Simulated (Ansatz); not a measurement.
**Molecular dynamics of C2H7AsS**

Input file:

```yaml
crystal:
  periodic: [false, false, false]
  atoms:
    - { symbol: C, position_ang: [-0.785546, 1.833464, -0.092157] }
    - { symbol: S, position_ang: [0.667863, 1.055421, -0.858743] }
    - { symbol: C, position_ang: [0.340922, -0.673517, -0.801663] }
    - { symbol: As, position_ang: [0.78735, -1.583846, 0.765613] }
    - { symbol: H, position_ang: [-0.633189, 2.912297, -0.141864] }
    - { symbol: H, position_ang: [-0.891728, 1.540703, 0.95238] }
    - { symbol: H, position_ang: [-1.695025, 1.581833, -0.636941] }
    - { symbol: H, position_ang: [1.942363, -0.988361, -0.108492] }
    - { symbol: H, position_ang: [-0.415635, -1.053225, -1.483842] }
    - { symbol: H, position_ang: [0.858193, -3.030321, 0.418062] }
    - { symbol: H, position_ang: [-0.110268, -1.651447, 2.008349] }
basis:
  gaussian: { orbitals: def2-SVP }
hamiltonian:
  xc: hf
md:
  timestep: 0.5
  n_steps: 200
  ensemble: nve
  temperature: 300.0
  initial_velocities: maxwell_boltzmann
  seed: 7023
```

Run as:

```bash
$ ansatz run input.yaml --threads 2 --pin off --max-ram 3072MiB --backend cpu --events-out ev --progress --plain --runs-dir out
```

It starts at the highest image of a converged band. Of that band: Neighbouring images differ by up to 3.5 eV, so the band resolves the path poorly. A vibrational analysis at the climbing image gives one clearly imaginary mode, 1720i cm⁻¹: a first-order saddle point.

Output, in part (one step line in 4, the closing report, with atoms numbered from 0):

```
md step     0: t =     0.00 fs  T =   300.0 K  F+E_penalty+E_count = -73766.67592961 eV  E_kin = 0.349002 eV  conserved = -73766.32692761 eV  (40 SCF iters)
md step     4: t =     2.00 fs  T =   227.2 K  F+E_penalty+E_count = -73766.58985585 eV  E_kin = 0.264365 eV  conserved = -73766.32549113 eV  (41 SCF iters)
md step     8: t =     4.00 fs  T =   195.3 K  F+E_penalty+E_count = -73766.55271401 eV  E_kin = 0.227194 eV  conserved = -73766.32551994 eV  (31 SCF iters)
md step    12: t =     6.00 fs  T =   226.9 K  F+E_penalty+E_count = -73766.58971386 eV  E_kin = 0.263904 eV  conserved = -73766.32580968 eV  (39 SCF iters)
md step    16: t =     8.00 fs  T =   338.3 K  F+E_penalty+E_count = -73766.71776861 eV  E_kin = 0.393501 eV  conserved = -73766.32426739 eV  (38 SCF iters)
md step    20: t =    10.00 fs  T =   743.4 K  F+E_penalty+E_count = -73767.19065420 eV  E_kin = 0.864826 eV  conserved = -73766.32582869 eV  (37 SCF iters)
md step    24: t =    12.00 fs  T =  1270.2 K  F+E_penalty+E_count = -73767.80402202 eV  E_kin = 1.477667 eV  conserved = -73766.32635508 eV  (37 SCF iters)
md step    28: t =    14.00 fs  T =  1794.0 K  F+E_penalty+E_count = -73768.41569390 eV  E_kin = 2.087040 eV  conserved = -73766.32865425 eV  (36 SCF iters)
md step    32: t =    16.00 fs  T =  1939.4 K  F+E_penalty+E_count = -73768.58592608 eV  E_kin = 2.256129 eV  conserved = -73766.32979720 eV  (36 SCF iters)
md step    36: t =    18.00 fs  T =  1569.1 K  F+E_penalty+E_count = -73768.15282437 eV  E_kin = 1.825451 eV  conserved = -73766.32737311 eV  (35 SCF iters)
md step    40: t =    20.00 fs  T =  1060.4 K  F+E_penalty+E_count = -73767.56054321 eV  E_kin = 1.233624 eV  conserved = -73766.32691911 eV  (37 SCF iters)
md step    44: t =    22.00 fs  T =   615.2 K  F+E_penalty+E_count = -73767.04037525 eV  E_kin = 0.715737 eV  conserved = -73766.32463825 eV  (37 SCF iters)
md step    48: t =    24.00 fs  T =   588.2 K  F+E_penalty+E_count = -73767.00969322 eV  E_kin = 0.684232 eV  conserved = -73766.32546135 eV  (36 SCF iters)
md step    52: t =    26.00 fs  T =   834.2 K  F+E_penalty+E_count = -73767.29833575 eV  E_kin = 0.970478 eV  conserved = -73766.32785754 eV  (37 SCF iters)
md step    56: t =    28.00 fs  T =  1037.4 K  F+E_penalty+E_count = -73767.53267737 eV  E_kin = 1.206902 eV  conserved = -73766.32577529 eV  (36 SCF iters)
md step    60: t =    30.00 fs  T =  1389.5 K  F+E_penalty+E_count = -73767.94610738 eV  E_kin = 1.616516 eV  conserved = -73766.32959096 eV  (37 SCF iters)
md step    64: t =    32.00 fs  T =  1358.0 K  F+E_penalty+E_count = -73767.90835101 eV  E_kin = 1.579767 eV  conserved = -73766.32858451 eV  (37 SCF iters)
md step    68: t =    34.00 fs  T =  1004.0 K  F+E_penalty+E_count = -73767.49449897 eV  E_kin = 1.167966 eV  conserved = -73766.32653297 eV  (36 SCF iters)
md step    72: t =    36.00 fs  T =   710.0 K  F+E_penalty+E_count = -73767.15231012 eV  E_kin = 0.826012 eV  conserved = -73766.32629782 eV  (37 SCF iters)
md step    76: t =    38.00 fs  T =   608.5 K  F+E_penalty+E_count = -73767.03298520 eV  E_kin = 0.707880 eV  conserved = -73766.32510552 eV  (37 SCF iters)
md step    80: t =    40.00 fs  T =   814.1 K  F+E_penalty+E_count = -73767.27539667 eV  E_kin = 0.947083 eV  conserved = -73766.32831322 eV  (37 SCF iters)
md step    84: t =    42.00 fs  T =   921.1 K  F+E_penalty+E_count = -73767.39736688 eV  E_kin = 1.071533 eV  conserved = -73766.32583375 eV  (36 SCF iters)
md step    88: t =    44.00 fs  T =  1238.0 K  F+E_penalty+E_count = -73767.76786677 eV  E_kin = 1.440176 eV  conserved = -73766.32769086 eV  (36 SCF iters)
md step    92: t =    46.00 fs  T =  1505.2 K  F+E_penalty+E_count = -73768.08047629 eV  E_kin = 1.751115 eV  conserved = -73766.32936169 eV  (36 SCF iters)
md step    96: t =    48.00 fs  T =  1400.5 K  F+E_penalty+E_count = -73767.95530845 eV  E_kin = 1.629247 eV  conserved = -73766.32606145 eV  (36 SCF iters)
md step   100: t =    50.00 fs  T =  1394.6 K  F+E_penalty+E_count = -73767.94962515 eV  E_kin = 1.622406 eV  conserved = -73766.32721939 eV  (36 SCF iters)
md step   104: t =    52.00 fs  T =  1377.6 K  F+E_penalty+E_count = -73767.93042009 eV  E_kin = 1.602570 eV  conserved = -73766.32784989 eV  (37 SCF iters)
md step   108: t =    54.00 fs  T =  1154.8 K  F+E_penalty+E_count = -73767.67230217 eV  E_kin = 1.343392 eV  conserved = -73766.32891063 eV  (36 SCF iters)
md step   112: t =    56.00 fs  T =   636.7 K  F+E_penalty+E_count = -73767.06625166 eV  E_kin = 0.740665 eV  conserved = -73766.32558644 eV  (38 SCF iters)
md step   116: t =    58.00 fs  T =   444.6 K  F+E_penalty+E_count = -73766.84124521 eV  E_kin = 0.517168 eV  conserved = -73766.32407690 eV  (40 SCF iters)
md step   120: t =    60.00 fs  T =   794.0 K  F+E_penalty+E_count = -73767.25224285 eV  E_kin = 0.923663 eV  conserved = -73766.32858005 eV  (39 SCF iters)
md step   124: t =    62.00 fs  T =   949.6 K  F+E_penalty+E_count = -73767.43185077 eV  E_kin = 1.104653 eV  conserved = -73766.32719755 eV  (38 SCF iters)
md step   128: t =    64.00 fs  T =  1012.3 K  F+E_penalty+E_count = -73767.50396810 eV  E_kin = 1.177598 eV  conserved = -73766.32636976 eV  (41 SCF iters)
md step   132: t =    66.00 fs  T =  1134.5 K  F+E_penalty+E_count = -73767.64749321 eV  E_kin = 1.319759 eV  conserved = -73766.32773391 eV  (39 SCF iters)
md step   136: t =    68.00 fs  T =  1113.0 K  F+E_penalty+E_count = -73767.62272749 eV  E_kin = 1.294796 eV  conserved = -73766.32793179 eV  (37 SCF iters)
md step   140: t =    70.00 fs  T =   934.0 K  F+E_penalty+E_count = -73767.41287169 eV  E_kin = 1.086536 eV  conserved = -73766.32633559 eV  (38 SCF iters)
md step   144: t =    72.00 fs  T =   928.6 K  F+E_penalty+E_count = -73767.40709003 eV  E_kin = 1.080289 eV  conserved = -73766.32680139 eV  (36 SCF iters)
md step   148: t =    74.00 fs  T =  1017.9 K  F+E_penalty+E_count = -73767.51194824 eV  E_kin = 1.184195 eV  conserved = -73766.32775356 eV  (36 SCF iters)
md step   152: t =    76.00 fs  T =   958.6 K  F+E_penalty+E_count = -73767.44147404 eV  E_kin = 1.115181 eV  conserved = -73766.32629262 eV  (37 SCF iters)
md step   156: t =    78.00 fs  T =  1005.5 K  F+E_penalty+E_count = -73767.49476690 eV  E_kin = 1.169794 eV  conserved = -73766.32497271 eV  (37 SCF iters)
md step   160: t =    80.00 fs  T =  1341.9 K  F+E_penalty+E_count = -73767.88858516 eV  E_kin = 1.561099 eV  conserved = -73766.32748575 eV  (36 SCF iters)
md step   164: t =    82.00 fs  T =  1569.4 K  F+E_penalty+E_count = -73768.15418517 eV  E_kin = 1.825705 eV  conserved = -73766.32848060 eV  (35 SCF iters)
md step   168: t =    84.00 fs  T =  1476.5 K  F+E_penalty+E_count = -73768.04492453 eV  E_kin = 1.717663 eV  conserved = -73766.32726114 eV  (36 SCF iters)
md step   172: t =    86.00 fs  T =  1222.8 K  F+E_penalty+E_count = -73767.75049108 eV  E_kin = 1.422530 eV  conserved = -73766.32796071 eV  (38 SCF iters)
md step   176: t =    88.00 fs  T =   784.1 K  F+E_penalty+E_count = -73767.23810575 eV  E_kin = 0.912193 eV  conserved = -73766.32591238 eV  (37 SCF iters)
md step   180: t =    90.00 fs  T =   475.4 K  F+E_penalty+E_count = -73766.87874931 eV  E_kin = 0.553067 eV  conserved = -73766.32568263 eV  (34 SCF iters)
md step   184: t =    92.00 fs  T =   416.9 K  F+E_penalty+E_count = -73766.81024623 eV  E_kin = 0.484974 eV  conserved = -73766.32527255 eV  (34 SCF iters)
md step   188: t =    94.00 fs  T =   654.7 K  F+E_penalty+E_count = -73767.08694304 eV  E_kin = 0.761593 eV  conserved = -73766.32535014 eV  (36 SCF iters)
md step   192: t =    96.00 fs  T =  1125.5 K  F+E_penalty+E_count = -73767.63739452 eV  E_kin = 1.309348 eV  conserved = -73766.32804637 eV  (35 SCF iters)
md step   196: t =    98.00 fs  T =  1382.7 K  F+E_penalty+E_count = -73767.93641334 eV  E_kin = 1.608497 eV  conserved = -73766.32791668 eV  (36 SCF iters)
md step   200: t =   100.00 fs  T =  1445.4 K  F+E_penalty+E_count = -73768.00839830 eV  E_kin = 1.681534 eV  conserved = -73766.32686416 eV  (38 SCF iters)
Total energy: -73768.00839830 eV, -2710.9243068855 hartree
Atom 0 at    -0.725970     1.901310    -0.044367 Å, force     0.591526     0.540899    -0.201970 eV/Å
Atom 1 at     0.632143     1.002370    -0.960895 Å, force    -0.180913     0.682279     0.775696 eV/Å
Atom 2 at     0.294620    -0.664380    -0.618433 Å, force    -0.855144     1.883327    -2.067977 eV/Å
Atom 3 at     0.801630    -1.573939     0.746446 Å, force    -0.185977    -4.103555    -0.904900 eV/Å
Atom 4 at    -0.362639     2.884716     0.257973 Å, force     0.309387     0.016458    -0.005273 eV/Å
Atom 5 at    -1.031872     1.392153     0.882479 Å, force    -0.034644    -0.106717    -0.635807 eV/Å
Atom 6 at    -1.548643     2.125998    -0.730758 Å, force    -0.163321    -0.561818     0.302204 eV/Å
Atom 7 at     0.974199    -0.891975     1.954717 Å, force     1.188837     0.961954     2.313061 eV/Å
Atom 8 at    -0.650517    -0.979871    -0.982051 Å, force    -0.626671    -0.742142    -0.567836 eV/Å
Atom 9 at     1.931046    -2.661735     0.454496 Å, force    -0.644387     1.250629     0.982608 eV/Å
Atom 10 at    -0.340306    -2.524132     1.091694 Å, force     0.601308     0.178686     0.010194 eV/Å
Dipole moment:    -0.073960    -0.514633     0.862370 e Å
```

The run went to its last step. The conserved energy stayed within 0.32 meV per atom of its start (net change 0.0058 meV per atom), so the integration is sound. The system heated up, since it started high on the potential surface and ran downhill. A run of 0.1 ps of so small a system gives no equilibrium averages. The orbitals stay closed-shell, which can raise the energy where a bond breaks towards radicals; this wasn't checked here.

The step under study would form As4–H8 and break C3–H8. These pairs go: As4–H8 1.57 → 1.40 Å, C3–H8 1.77 → 2.67 Å. In the last frame they stand as after the step (other bonds may differ from the relaxed reactants and products). It ends as one piece, C2H7AsS. Pairs count as bonded within 1.25 times the sum of covalent radii (0.12 Å more for H–H).

Last frame:

```xyz
11
Properties=species:S:1:pos:R:3
C -0.726 1.901 -0.044
S 0.632 1.002 -0.961
C 0.295 -0.664 -0.618
As 0.802 -1.574 0.746
H -0.363 2.885 0.258
H -1.032 1.392 0.882
H -1.549 2.126 -0.731
H 0.974 -0.892 1.955
H -0.650 -0.980 -0.982
H 1.931 -2.662 0.455
H -0.340 -2.524 1.092
```

Run time: 4.8 min on 2 threads of Arm Neoverse V2, on a shared host, peak memory 0.26 GiB.
